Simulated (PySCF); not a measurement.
H7N3Si. Atoms are numbered in the order given.

```xyz
11

Si     0.3364    -0.0785     0.0000
N     -0.2310    -0.6796    -1.5204
N     -0.2310    -0.6796     1.5204
N     -0.1564     1.5731     0.0000
H      1.7892    -0.4457     0.0000
H      0.1656    -1.5283    -1.9061
H     -1.2049    -0.5770    -1.7833
H      0.1656    -1.5283     1.9061
H     -1.2049    -0.5770     1.7833
H     -0.0453     2.1287    -0.8394
H     -0.0453     2.1287     0.8394
```

Geometry: PBE0-D3(BJ)/def2-SVP. One conformer was computed; it need not be the lowest.

Calculation: TDA-PBE/def2-SVPD (PySCF).

Vertical excitations.  State labels are in the subgroup Cs.

```json
[
 {"state": "S1", "symmetry": "A\"", "energy (eV)": "5.43", "λ (nm)": "228", "f": "0.036", "main pairs": "HOMO→LUMO 98 %"},
 {"state": "S2", "symmetry": "A'", "energy (eV)": "5.85", "λ (nm)": "212", "f": "0.015", "main pairs": "HOMO−1→LUMO 99 %"},
 {"state": "S3", "symmetry": "A\"", "energy (eV)": "6.26", "λ (nm)": "198", "f": "0.032", "main pairs": "HOMO→LUMO+1 96 %"},
 {"state": "S4", "symmetry": "A'", "energy (eV)": "6.33", "λ (nm)": "196", "f": "0.001", "main pairs": "HOMO→LUMO+2 72 %, HOMO−2→LUMO 27 %"},
 {"state": "S5", "symmetry": "A'", "energy (eV)": "6.49", "λ (nm)": "191", "f": "0.108", "main pairs": "HOMO−2→LUMO 72 %, HOMO→LUMO+2 27 %"},
 {"state": "S6", "symmetry": "A\"", "energy (eV)": "6.60", "λ (nm)": "188", "f": "0.014", "main pairs": "HOMO−1→LUMO+2 100 %"},
 {"state": "S7", "symmetry": "A'", "energy (eV)": "6.67", "λ (nm)": "186", "f": "0.044", "main pairs": "HOMO−1→LUMO+1 97 %"},
 {"state": "S8", "symmetry": "A\"", "energy (eV)": "6.90", "λ (nm)": "180", "f": "0.002", "main pairs": "HOMO→LUMO+3 99 %"},
 {"state": "S9", "symmetry": "A'", "energy (eV)": "7.21", "λ (nm)": "172", "f": "0.000", "main pairs": "HOMO−2→LUMO+1 92 %"},
 {"state": "S10", "symmetry": "A'", "energy (eV)": "7.31", "λ (nm)": "170", "f": "0.077", "main pairs": "HOMO−1→LUMO+3 94 %"},
 {"state": "T1", "symmetry": "A\"", "energy (eV)": "5.26", "λ (nm)": "236", "f": "0", "main pairs": "HOMO→LUMO 99 %"},
 {"state": "T2", "symmetry": "A'", "energy (eV)": "5.62", "λ (nm)": "220", "f": "0", "main pairs": "HOMO−1→LUMO 99 %"},
 {"state": "T3", "symmetry": "A\"", "energy (eV)": "5.99", "λ (nm)": "207", "f": "0", "main pairs": "HOMO→LUMO+1 99 %"},
 {"state": "T4", "symmetry": "A'", "energy (eV)": "6.02", "λ (nm)": "206", "f": "0", "main pairs": "HOMO→LUMO+2 90 %"}
]
```
Triplets are in the Tamm–Dancoff approximation.
